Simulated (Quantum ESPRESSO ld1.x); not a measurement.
Q: Species: the molybdenum ion Mo30+. Configuration: [Ne] 3s2. Method: scalar-relativistic Kohn-Sham, revPBE, spin-unpolarised, spherical densities, point nucleus; computed with ld1.x of Quantum ESPRESSO 7.5. Some entries of the table are withheld. Estimate them.

orbital,occ.,eigenvalue (hartree),r(max) (bohr)
1s,2,-787.542,0.023
2s,2,-158.786,0.129
2p,6,(1),(2)
3s,2,-62.5871,0.350

A: 
(1) 2p eigenvalue (hartree): -148.500
(2) 2p r(max) (bohr): 0.103
